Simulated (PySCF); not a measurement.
**Magnetisability: `C[C@H]1[CH2][Ge@@H]([AsH2])[CH2]1`, C4H11AsGe**

Molfile (atoms numbered from 1):
```
C4H11AsGe
     RDKit          3D

 17 17  0  0  0  0  0  0  0  0999 V2000
   -2.1155    0.5855    0.5752 C   0  0  0  0  0  0  0  0  0  0  0  0
   -1.0726   -0.0758   -0.3121 C   0  0  1  0  0  0  0  0  0  0  0  0
    0.0568    0.8610   -0.7679 C   0  0  0  0  0  0  0  0  0  0  0  0
    1.3357   -0.6811   -0.6804 Ge  0  0  1  0  0  4  0  0  0  0  0  0
    3.5339   -0.5451    0.3332 As  0  0  0  0  0  3  0  0  0  0  0  0
   -0.2848   -1.2055    0.3705 C   0  0  0  0  0  0  0  0  0  0  0  0
   -2.6137    1.3932    0.0420 H   0  0  0  0  0  0  0  0  0  0  0  0
   -1.6478    0.9978    1.4679 H   0  0  0  0  0  0  0  0  0  0  0  0
   -2.8664   -0.1393    0.8845 H   0  0  0  0  0  0  0  0  0  0  0  0
   -1.5669   -0.4818   -1.1997 H   0  0  0  0  0  0  0  0  0  0  0  0
    0.2763    1.6017    0.0023 H   0  0  0  0  0  0  0  0  0  0  0  0
   -0.1450    1.3892   -1.6969 H   0  0  0  0  0  0  0  0  0  0  0  0
    1.3450   -1.4290   -2.0230 H   0  0  0  0  0  0  0  0  0  0  0  0
    3.7391    0.8203   -0.2591 H   0  0  0  0  0  0  0  0  0  0  0  0
    2.9135    0.0984    1.5394 H   0  0  0  0  0  0  0  0  0  0  0  0
   -0.7420   -2.1886    0.2821 H   0  0  0  0  0  0  0  0  0  0  0  0
   -0.1525   -0.9890    1.4320 H   0  0  0  0  0  0  0  0  0  0  0  0
  1  2  1  0
  2  3  1  0
  3  4  1  0
  4  5  1  0
  4  6  1  0
  6  2  1  0
  1  7  1  0
  1  8  1  0
  1  9  1  0
  2 10  1  6
  3 11  1  0
  3 12  1  0
  4 13  1  6
  5 14  1  0
  5 15  1  0
  6 16  1  0
  6 17  1  0
M  END
```

The calculation used GIAO BHandHLYP/pcSseg-1 magnetisability, rotational g tensor and spin-rotation constants, non-relativistic, gas phase in PySCF. Geometry: GFN2-xTB.

The calculation is non-relativistic, which matters for the atoms heavier than Zn.

(1) How diamagnetic is it, and how anisotropic?

(2) Split it along the inertial axes a, b, c into diamagnetic and paramagnetic parts about the centre of mass, with the quadrupole moment.

(3) And the rotational g tensor?

## Answers

(1) Isotropic -1748 × 10⁻³⁰ J/T², or -105.3 × 10⁻⁶ cm³/mol; principal values -1846, -1804, -1595 × 10⁻³⁰ J/T², anisotropy 233 × 10⁻³⁰ J/T² (root of half the summed squared differences of the principal values). The susceptibility is in cgs units.

(2) 
| axis | χ (10⁻⁶ cm³/mol) | diamagnetic (10⁻⁶ cm³/mol) | paramagnetic (10⁻⁶ cm³/mol) | summed x² of all electrons (Å²) | quadrupole Θ (D Å) |
| --- | --- | --- | --- | --- | --- |
| a | -109.1 | -431.8 | 322.7 | 383.8 | -2.01 |
| b | -96.7 | -1828.6 | 1731.9 | 54.5 | +0.97 |
| c | -110.0 | -1859.6 | 1749.7 | 47.2 | +1.04 |

Anisotropies 2χaa − χbb − χcc = -11.5 and 2χbb − χaa − χcc = +25.6 × 10⁻⁶ cm³/mol. Θ is traceless in Buckingham's convention.

(3) 
```
axis  rotational constant (GHz)        g  nuclear part  electronic part
   a                     4.2063  -0.0093        0.6284          -0.6377
   b                     0.6722  -0.0059        0.5410          -0.5469
   c                     0.6563  -0.0017        0.5378          -0.5395
```
Asymmetric top; isotopes 75As, 12C, 74Ge, 1H; no vibrational averaging.
